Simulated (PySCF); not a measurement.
## Two-component Hartree-Fock for Xe²⁺ (xenon, charge +2)

Start: [Kr] 4d10 5s2 5p4; 5p1/2 filled at m_j = +1/2; 5p3/2 filled at m_j = -1/2, +1/2, +3/2. Calculated with PySCF 2.14 in x2c-TZVPall-2c with one added diffuse shell each of s, p, d, f type (9s10p6d3f, 90 functions): generalised Hartree-Fock with the X2C-1e Hamiltonian and a Gaussian nucleus; one run each with spin-orbit coupling (SO) switched off, then screened by Boettger's factors. This is a chosen level, not necessarily the ground level.

```json
{"spinor shell": "1s1/2", "electrons": "2", "ε, spin-free (eV)": "-34749.2", "ε, screened SO (eV)": "-34744.9", "weight of nominal j (screened SO)": "1.000", "rms radius, screened SO (bohr)": "0.0305"}
{"spinor shell": "2s1/2", "electrons": "2", "ε, spin-free (eV)": "-5528.1", "ε, screened SO (eV)": "-5526.7", "weight of nominal j (screened SO)": "1.000", "rms radius, screened SO (bohr)": "0.124"}
{"spinor shell": "2p1/2", "electrons": "2", "ε, spin-free (eV)": "-4955.5", "ε, screened SO (eV)": "-5181.4", "weight of nominal j (screened SO)": "1.000", "rms radius, screened SO (bohr)": "0.107"}
{"spinor shell": "2p3/2", "electrons": "4", "ε, spin-free (eV)": "-4955.5", "ε, screened SO (eV)": "-4853.9", "weight of nominal j (screened SO)": "1.000", "rms radius, screened SO (bohr)": "0.112"}
{"spinor shell": "3s1/2", "electrons": "2", "ε, spin-free (eV)": "-1191.3", "ε, screened SO (eV)": "-1190.8", "weight of nominal j (screened SO)": "1.000", "rms radius, screened SO (bohr)": "0.326"}
{"spinor shell": "3p1/2", "electrons": "2", "ε, spin-free (eV)": "-1002.0", "ε, screened SO (eV)": "-1046.0", "weight of nominal j (screened SO)": "1.000", "rms radius, screened SO (bohr)": "0.318"}
{"spinor shell": "3p3/2", "electrons": "4", "ε, spin-free (eV)": "-1002.0", "ε, screened SO (eV)": "-981.86", "weight of nominal j (screened SO)": "1.000", "rms radius, screened SO (bohr)": "0.330"}
{"spinor shell": "3d3/2", "electrons": "4", "ε, spin-free (eV)": "-721.70", "ε, screened SO (eV)": "-729.31", "weight of nominal j (screened SO)": "1.000", "rms radius, screened SO (bohr)": "0.302"}
{"spinor shell": "3d5/2", "electrons": "6", "ε, spin-free (eV)": "-721.70", "ε, screened SO (eV)": "-716.01", "weight of nominal j (screened SO)": "1.000", "rms radius, screened SO (bohr)": "0.305"}
{"spinor shell": "4s1/2", "electrons": "2", "ε, spin-free (eV)": "-250.58", "ε, screened SO (eV)": "-250.30", "weight of nominal j (screened SO)": "1.000", "rms radius, screened SO (bohr)": "0.762"}
{"spinor shell": "4p1/2", "electrons": "2", "ε, spin-free (eV)": "-187.95", "ε, screened SO (eV)": "-196.78", "weight of nominal j (screened SO)": "1.000", "rms radius, screened SO (bohr)": "0.796"}
{"spinor shell": "4p3/2", "electrons": "4", "ε, spin-free (eV)": "-187.95", "ε, screened SO (eV)": "-183.66", "weight of nominal j (screened SO)": "1.000", "rms radius, screened SO (bohr)": "0.825"}
{"spinor shell": "4d3/2", "electrons": "4", "ε, spin-free (eV)": "-93.756", "ε, screened SO (eV)": "-94.878", "weight of nominal j (screened SO)": "0.995", "rms radius, screened SO (bohr)": "0.937"}
{"spinor shell": "5s1/2", "electrons": "2", "ε, spin-free (eV)": "-45.863", "ε, screened SO (eV)": "-45.778", "weight of nominal j (screened SO)": "0.999", "rms radius, screened SO (bohr)": "1.93"}
{"spinor shell": "5p3/2", "electrons": "3", "ε, spin-free (eV)": "-31.659", "ε, screened SO (eV)": "-31.468", "weight of nominal j (screened SO)": "0.538", "rms radius, screened SO (bohr)": "2.24"}
{"spinor shell": "5p1/2", "electrons": "1", "ε, spin-free (eV)": "-31.659", "ε, screened SO (eV)": "-32.702", "weight of nominal j (screened SO)": "0.531", "rms radius, screened SO (bohr)": "2.22"}
```

**Question.** Where does 4d5/2 lie, and what is the 4d spin-orbit splitting (screened SO)?

**Answer.** At -92.643 eV, 2.236 eV above 4d3/2.

```tsv
quantity	spin-free	screened SO
E (hartree)	-7441.17411	-7443.60984
M_J	2	2
⟨J²⟩	6.012	6.025
⟨L²⟩	2.009	2.439
⟨S²⟩	2.003	1.828
```

Each row is a mean over spinors that exchange with the open shell spreads, by up to 5.048 eV (5s1/2).

Rows whose weight is well below 1 are mixtures of j = l ± 1/2: exchange outweighs spin-orbit coupling there, and the label is only the starting occupation.

Breit and QED terms are absent; they matter most for the inner s and p1/2 levels.

Densities and radii are taken from the X2C orbitals without a picture-change correction, which distorts them close to the nucleus.

Without spin-orbit coupling the j labels of p, d and f shells carry no meaning; the spin-free column gives the mean over the occupied spinors of each nl shell.
